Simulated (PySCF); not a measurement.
PySCF input file for CH4Cl2GaN, SMILES C[NH][Ga]([Cl])[Cl], IEF-PCM-PBE0/def2-SVP. Geometry: B3LYP-D3(BJ)/def2-SVP. The structure was generated by enumeration; whether it is a known compound was not checked. One conformer was computed; it need not be the lowest.

```python
import numpy as np
from pyscf import gto, scf, dft
from pyscf.solvent import pcm

mol = gto.M(
    atom='''
    Ga    0.07410069    0.11883798   -0.00000000
    Cl    0.67719517    2.17910088    0.00000000
    Cl   -2.01647836   -0.38256406    0.00000000
    N     1.29899001   -1.20233781    0.00000000
    C     1.03846407   -2.63078355    0.00000000
    H     2.28174730   -0.94705225   -0.00000000
    H     1.45591478   -3.13183781   -0.89278221
    H     1.45591478   -3.13183781    0.89278221
    H    -0.04659868   -2.81330926   -0.00000000
    ''',
    basis='def2-SVP',
    charge=0,
    spin=0,
    max_memory=1600,
    verbose=3,
)
mf = dft.RKS(mol, xc='pbe0').density_fit(auxbasis='def2-universal-jkfit')
mf.grids.level = 3
mf.conv_tol = 1e-9
mf.max_cycle = 100
mf.kernel()
res = {}
for name, eps in {'water': 78.355, 'tetrahydrofuran': 7.4257, 'methanol': 32.613}.items():
    s = mf.PCM()
    s.with_solvent.method, s.with_solvent.eps, s.with_solvent.lebedev_order = 'IEF-PCM', eps, 29
    s.kernel(mf.make_rdm1())
    res[name] = (s.e_tot, eps, s.dip_moment(), s.mo_energy, s.converged)
    print(f'{name}: electrostatic solvation free energy {(s.e_tot - mf.e_tot) * 627.509474:.3f} kcal/mol')
```

It prints:

```
converged SCF energy = -2939.37785669774

WARN: PCM is an experimental feature. It is still in testing.
Features and APIs may be changed in the future.

converged SCF energy = -2939.3850788971
Dipole moment(X, Y, Z, Debye):  2.48913, -2.40440, -0.00000
water: electrostatic solvation free energy -4.532 kcal/mol

WARN: PCM is an experimental feature. It is still in testing.
Features and APIs may be changed in the future.

converged SCF energy = -2939.38374470932
Dipole moment(X, Y, Z, Debye):  2.38922, -2.33904,  0.00000
tetrahydrofuran: electrostatic solvation free energy -3.695 kcal/mol

WARN: PCM is an experimental feature. It is still in testing.
Features and APIs may be changed in the future.

converged SCF energy = -2939.38486972608
Dipole moment(X, Y, Z, Debye):  2.47335, -2.39449,  0.00000
methanol: electrostatic solvation free energy -4.401 kcal/mol
```

The run converged.
